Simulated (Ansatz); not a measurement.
Basis-set series for H$_{4}$SeSi$_{2}$, SMILES `[SiH2]1[SiH2][Se]1`. Charge 0, multiplicity 1. All single points use the PBE0-D4/def2-TZVP geometry.

Cartesian coordinates in Å:
```
Si 0.5228 0.9167 -0.4165
Si -0.5757 -0.9603 0.1832
Se 0.4062 0.3370 1.7992
H 1.8786 0.8682 -1.0121
H -0.1986 2.1575 -0.7843
H -2.0556 -1.0155 0.2293
H 0.0223 -2.3036 0.0011
```

| functional | basis | functions | energy (Eh) | HOMO (eV) | LUMO (eV) |
| --- | --- | --- | --- | --- | --- |
| PBE0-D4 | def2-TZVPP | 188 | -2982.46511 | -7.07 | -0.50 |
| PBE0-D4 | def2-QZVPP | 349 | -2982.53484 | -7.09 | -0.65 |
| ωB97M-V | def2-TZVPP | 188 | -2982.79817 | -9.15 | 1.21 |
| ωB97M-V | def2-QZVPP | 349 | -2982.86495 | -9.16 | 0.83 |

(1) Give the rows for def2-SVP. (An estimate is asked.)

## Answers

(1) Ansatz gave: 
| functional | basis | functions | energy (Eh) | HOMO (eV) | LUMO (eV) |
| --- | --- | --- | --- | --- | --- |
| PBE0-D4 | def2-SVP | 88 | -2981.96512 | -7.00 | -0.29 |
| ωB97M-V | def2-SVP | 88 | -2982.29832 | -9.04 | 1.61 |

Positive LUMOs are unbound and depend on the basis. Scalar relativity is left out up to krypton.
